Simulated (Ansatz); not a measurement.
Nb₃Te₄⁺ (the lowest singlet isomer of a short search). The state is a singlet with charge 1. Geometry PBE-D4/def2-SVP, basis def2-TZVP, Ansatz.

```xyz
7

Nb    0.7685   -0.1442    1.3773
Nb   -1.5516   -0.3179    0.0690
Nb    0.7504   -0.6168   -1.2510
Te    2.4692    1.1632   -0.2260
Te   -1.1672    1.6457    1.8498
Te   -1.1988    0.8973   -2.2914
Te   -0.0706   -2.6272    0.4723
```

```tsv
run	HOMO (eV)	LUMO (eV)
A	-8.93	-7.84
B	-9.56	-7.55
C	-9.16	-7.81
D	-9.94	-7.19
```

In the def2 sets Nb, Te take a core potential; there is no spin–orbit coupling. HSE06 is defined as in plane-wave codes, on full-range PBE exchange. The structure comes from a short search, and lower isomers may exist.

**Question.** The runs used HSE06, PBE, PBE0, r2SCAN. Estimate which is which.

**Answer.** A PBE (0 % exact exchange); B HSE06 (range-separated); C r2SCAN (0 % exact exchange); D PBE0 (25 % exact exchange). Exact exchange lowers occupied and raises empty levels; among semilocal functionals meta-GGAs tend to open the gap a little, and such runs are hard to tell apart. The gap grows from 1.09 eV (PBE) to 2.75 eV (PBE0). The restricted singlet is unstable towards broken spin symmetry in Hartree–Fock (as tested in another run); at HSE06-D4/def2-TZVP, r2SCAN-D4/def2-TZVP, PBE0-D4/def2-TZVP this wasn't settled.
